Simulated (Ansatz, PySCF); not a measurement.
This Ansatz (a program for electronic structure) input computes a CCSD(T)/cc-pVDZ energy:

Ansatz 0.2 input:
```yaml
crystal:
  periodic: [false, false, false]
  atoms:
    - {symbol: B, position_ang: [-0.00000000, -0.00000000, -0.84990570]}
    - {symbol: O, position_ang: [0.00000000, 0.00000000, 0.36417581]}
    - {symbol: H, position_ang: [0.00000000, 0.00000000, 1.33612203]}
basis:
  gaussian:
    orbitals: cc-pVDZ
total_charge: 1
magnetization: {spin_polarized: true, initial_magnetization: 1}
correlation: {method: ccsd_t, electrons: outside_noble_gas}
```

Write an input for the same energy in PySCF and say what it gives.


```python
from pyscf import gto, scf, mp, cc as ccmod

mol = gto.M(
    atom='''
    B    -0.00000000   -0.00000000   -0.84990570
    O     0.00000000    0.00000000    0.36417581
    H     0.00000000    0.00000000    1.33612203
    ''',
    basis='cc-pvdz',
    charge=1,
    spin=1,
    symmetry='C2v',
    verbose=4,
)

mf = scf.UHF(mol)
mf.conv_tol = 1e-10
mf.max_cycle = 100
mf.kernel()
mp2 = mp.MP2(mf, frozen=2).run()
cc = ccmod.CCSD(mf, frozen=2)
cc.max_cycle = 100
cc.kernel()
et = cc.ccsd_t()
print(f'E(CCSD(T)) = {cc.e_tot + et:.9f}')
```
It gives -100.03503 Eh, and Ansatz -100.03503 Eh, a difference of 0.00 mEh.
